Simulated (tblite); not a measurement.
C₆H₉N.
Atom-mapped SMILES: `[H]/[N:5]=[C:4](/[CH2:3][CH:2]=[CH2:1])[CH:6]=[CH2:7]` (hydrogens: H8, H9 on C1; H10 on C2; H11, H12 on C3; H13 on N5; H14 on C6; H15, H16 on C7)

Computed with GFN2-xTB (tblite), gas phase: Langevin dynamics at 400 K from the optimised GFN2-xTB geometry, time step 0.5 fs, friction 0.01 fs⁻¹, 2000 steps.

Start geometry:
```
atom  x, y, z in Å
C1      0.982    0.051    2.315
C2      0.390   -0.775    1.473
C3      0.825   -0.999    0.057
C4     -0.249   -0.521   -0.889
N5     -0.897   -1.391   -1.537
C6     -0.443    0.938   -0.926
C7     -1.058    1.581   -1.909
H8      1.852    0.623    2.035
H9      0.631    0.184    3.324
H10    -0.483   -1.338    1.774
H11     1.752   -0.456   -0.141
H12     0.979   -2.065   -0.118
H13    -1.628   -1.022   -2.141
H14    -0.027    1.482   -0.088
H15    -1.458    1.065   -2.768
H16    -1.174    2.652   -1.907
```

The statistics below take the 31 frames saved every 25 fs from 250 to 1000 fs; their kinetic temperature (all 3N coordinates) averages 403 K.

Task: How do the bond lengths spread?

Result: 
```json
{"bond": "C1=C2", "start (Å)": "1.320", "mean (Å)": "1.328", "standard deviation (Å)": "0.024", "shortest (Å)": "1.278", "longest (Å)": "1.380"}
{"bond": "C2–C3", "start (Å)": "1.498", "mean (Å)": "1.511", "standard deviation (Å)": "0.039", "shortest (Å)": "1.438", "longest (Å)": "1.627"}
{"bond": "C3–C4", "start (Å)": "1.509", "mean (Å)": "1.508", "standard deviation (Å)": "0.030", "shortest (Å)": "1.439", "longest (Å)": "1.570"}
{"bond": "C4=N5", "start (Å)": "1.263", "mean (Å)": "1.263", "standard deviation (Å)": "0.019", "shortest (Å)": "1.220", "longest (Å)": "1.308"}
{"bond": "C4–C6", "start (Å)": "1.473", "mean (Å)": "1.477", "standard deviation (Å)": "0.031", "shortest (Å)": "1.420", "longest (Å)": "1.548"}
{"bond": "C6=C7", "start (Å)": "1.326", "mean (Å)": "1.328", "standard deviation (Å)": "0.029", "shortest (Å)": "1.250", "longest (Å)": "1.408"}
{"bond": "C1–H8", "start (Å)": "1.079", "mean (Å)": "1.082", "standard deviation (Å)": "0.039", "shortest (Å)": "1.002", "longest (Å)": "1.147"}
{"bond": "C1–H9", "start (Å)": "1.077", "mean (Å)": "1.086", "standard deviation (Å)": "0.023", "shortest (Å)": "1.049", "longest (Å)": "1.143"}
{"bond": "C2–H10", "start (Å)": "1.082", "mean (Å)": "1.086", "standard deviation (Å)": "0.027", "shortest (Å)": "1.042", "longest (Å)": "1.142"}
{"bond": "C3–H11", "start (Å)": "1.092", "mean (Å)": "1.101", "standard deviation (Å)": "0.030", "shortest (Å)": "1.044", "longest (Å)": "1.179"}
{"bond": "C3–H12", "start (Å)": "1.091", "mean (Å)": "1.097", "standard deviation (Å)": "0.043", "shortest (Å)": "1.019", "longest (Å)": "1.207"}
{"bond": "N5–H13", "start (Å)": "1.018", "mean (Å)": "1.021", "standard deviation (Å)": "0.017", "shortest (Å)": "0.992", "longest (Å)": "1.059"}
{"bond": "C6–H14", "start (Å)": "1.082", "mean (Å)": "1.091", "standard deviation (Å)": "0.029", "shortest (Å)": "1.029", "longest (Å)": "1.153"}
{"bond": "C7–H15", "start (Å)": "1.079", "mean (Å)": "1.084", "standard deviation (Å)": "0.028", "shortest (Å)": "1.035", "longest (Å)": "1.176"}
{"bond": "C7–H16", "start (Å)": "1.077", "mean (Å)": "1.082", "standard deviation (Å)": "0.054", "shortest (Å)": "0.990", "longest (Å)": "1.184"}
```

Task: Give the same statistics for bond angles, one of each kind among heavy atoms.

Result: 
| angle | start (°) | mean (°) | standard deviation (°) | smallest (°) | largest (°) |
| --- | --- | --- | --- | --- | --- |
| C1–C2–C3 | 124.5 | 124.2 | 4.4 | 116.2 | 132.0 |
| C2–C3–C4 | 109.8 | 113.8 | 5.2 | 105.1 | 123.6 |
| C3–C4–N5 | 118.0 | 119.5 | 3.5 | 112.1 | 127.2 |
| C3–C4–C6 | 115.0 | 113.6 | 3.6 | 106.8 | 121.2 |
| N5–C4–C6 | 127.0 | 126.4 | 3.1 | 120.7 | 133.3 |
| C4–C6–C7 | 124.1 | 124.5 | 4.1 | 115.3 | 130.0 |

Task: How far does each atom move about its mean position (frames aligned on the start, all atoms weighted alike), and what rms force does it feel?

Result: 
```json
{"atom": "C1", "rms displacement (Å)": "0.39", "rms force (eV/Å)": "2.55"}
{"atom": "C2", "rms displacement (Å)": "0.13", "rms force (eV/Å)": "2.05"}
{"atom": "C3", "rms displacement (Å)": "0.45", "rms force (eV/Å)": "2.03"}
{"atom": "C4", "rms displacement (Å)": "0.20", "rms force (eV/Å)": "1.87"}
{"atom": "N5", "rms displacement (Å)": "0.42", "rms force (eV/Å)": "1.64"}
{"atom": "C6", "rms displacement (Å)": "0.48", "rms force (eV/Å)": "2.40"}
{"atom": "C7", "rms displacement (Å)": "0.28", "rms force (eV/Å)": "2.50"}
{"atom": "H8", "rms displacement (Å)": "0.55", "rms force (eV/Å)": "1.46"}
{"atom": "H9", "rms displacement (Å)": "0.67", "rms force (eV/Å)": "0.98"}
{"atom": "H10", "rms displacement (Å)": "0.30", "rms force (eV/Å)": "0.94"}
{"atom": "H11", "rms displacement (Å)": "0.91", "rms force (eV/Å)": "0.95"}
{"atom": "H12", "rms displacement (Å)": "0.88", "rms force (eV/Å)": "1.34"}
{"atom": "H13", "rms displacement (Å)": "0.51", "rms force (eV/Å)": "0.74"}
{"atom": "H14", "rms displacement (Å)": "1.23", "rms force (eV/Å)": "1.08"}
{"atom": "H15", "rms displacement (Å)": "0.85", "rms force (eV/Å)": "1.01"}
{"atom": "H16", "rms displacement (Å)": "0.55", "rms force (eV/Å)": "1.81"}
```

The displacements run from 0.13 to 1.23 Å, the largest at H14.

Task: Follow the torsions C1–C2–C3–C4, C2–C3–C4–N5 and C3–C4–C6–C7 through every second one of these frames.

Result: 
```tsv
t (fs)	C1–C2–C3–C4 (°)	C2–C3–C4–N5 (°)	C3–C4–C6–C7 (°)
250	-121	-108	169
300	-100	-110	148
350	-117	-91	134
400	-136	-79	119
450	-140	-74	120
500	-153	-63	124
550	-154	-40	135
600	-149	-53	143
650	-151	-19	169
700	-144	-10	-173
750	-152	4	-151
800	-179	-6	-144
850	151	10	-140
900	142	10	-127
950	174	7	-102
1000	-159	17	-82
```

Largest departure from the start value over all these frames: C1–C2–C3–C4 105° (start -115°), C2–C3–C4–N5 127° (start -110°), C3–C4–C6–C7 117° (start 161°).

The run is classical and short, so these are rough statistics of one trajectory.

The cost below is that of the whole dynamics run. Hardware: an Arm Neoverse V1 with one thread, shared host. Cost: 10 s, 0.18 GiB resident at most.
